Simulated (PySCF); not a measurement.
Work out the structure from these simulated measurements.

Formula: C8H12.

* Triplet: lowest triplet excitation (Tamm–Dancoff): 3.07 eV [TDA PBE0/def2-SVPD]
* Dipole: 0.65 D [PBE0/def2-SVPD]
* 13C NMR: chemical shifts (computed TMS as zero) by class: 154.0 (1 C), 147.2 (1 C), 146.2 (1 C), 129.2 (1 C), 124.6 (1 C), 123.9 (1 C), 28.0 (1 C), 23.6 (1 C) ppm [GIAO PBE0/pcSseg-1]
* UV, strongest line: among the 6 lowest singlet transitions: S2 at 5.62 eV (221 nm, f = 0.260) [TDDFT PBE0/def2-SVPD]
* Rotational structure: rotational constants A, B, C: 2.928, 1.467, 1.198 GHz [GFN2-xTB]
* Polarisability: 100.4 au [PBE0/def2-SVPD]
* UV, first state: lowest singlet excitation: 4.91 eV (253 nm, f = 0.093) [TDDFT PBE0/def2-SVPD]
* 1H NMR: chemical shifts (computed TMS as zero) by class: 6.66 (1 H), 6.27 (1 H), 5.50 (1 H), 5.49 (1 H), 5.46 (1 H), 5.27 (1 H), 1.92 (3 H), 1.61 (3 H) ppm [GIAO PBE0/pcSseg-1]

Electronic properties: PySCF, gas phase, density fitting. Levels stand in brackets. Isolated species at its GFN2-xTB geometry (one conformer only). Each NMR value is the plain mean over a class of atoms that symmetry, rotation or inversion makes alike.

Question: What is the compound? Reason from the data.

Answer: Numbering: `[CH2:1]=[CH:2][C:3](=[CH2:4])[CH:5]=[C:6]([CH3:7])[CH3:8]`. Its formula, C8H12, gives 3 degrees of unsaturation: 0 rings and 3 π bonds in the structure found. 8 carbons fall into 8 classes; from least to most shielded: fully substituted alkene carbon [C3] (154.0 ppm), fully substituted alkene carbon [C6] (147.2 ppm), alkene CH carbon [C2] (146.2 ppm), alkene CH carbon [C5] (129.2 ppm), terminal =CH2 carbon [C1] (124.6 ppm), terminal =CH2 carbon [C4] (123.9 ppm), allylic carbon [C7] (28.0 ppm), allylic carbon [C8] (23.6 ppm). Hydrogen classes from least to most shielded: 1 H on an alkene CH carbon, C2 (6.66 ppm), 1 H on an alkene CH carbon, C5 (6.27 ppm), 1 H on a terminal =CH2 carbon, C1 (5.50 ppm), 1 H on a terminal =CH2 carbon, C4 (5.49 ppm), 1 H on a terminal =CH2 carbon, C1 (5.46 ppm), 1 H on a terminal =CH2 carbon, C4 (5.27 ppm), 3 H on an allylic carbon, C7 (1.92 ppm), 3 H on an allylic carbon, C8 (1.61 ppm, a mean of values up to 0.7 ppm apart in this geometry). The optimised geometry has point group C1 and is an asymmetric top. Structure: `C=CC(=C)C=C(C)C`. Computed isomers that give other values at the same levels: `C=CC(=C)/C=C\CC` (13C chemical shifts (computed TMS as zero) by class: 154.3 (1 C), 147.2 (1 C), 145.4 (1 C), 133.9 (1 C), 124.5 (1 C), 124.1 (1 C), 27.5 (1 C), 16.3 (1 C) ppm); `CC1=CCC=C[C@H]1C` (13C chemical shifts (computed TMS as zero) by class: 146.4 (1 C), 140.1 (1 C), 132.1 (1 C), 126.7 (1 C), 39.6 (1 C), 31.7 (1 C), 25.0 (1 C), 22.6 (1 C) ppm); `C=CCCC(=C)C=C` (13C chemical shifts (computed TMS as zero) by class: 155.7 (1 C), 148.5 (1 C), 146.0 (1 C), 124.7 (1 C), 120.5 (1 C), 120.3 (1 C), 42.5 (1 C), 38.4 (1 C) ppm). The assignments are read from this structure; whether some other isomer fits the data as well wasn't checked.

Shape of the structure used: `[CH2:1]=[CH:2][C:3](=[CH2:4])[CH:5]=[C:6]([CH3:7])[CH3:8]`: C1–C2–C3–C4 169°, C2–C3–C5–C6 -64°.
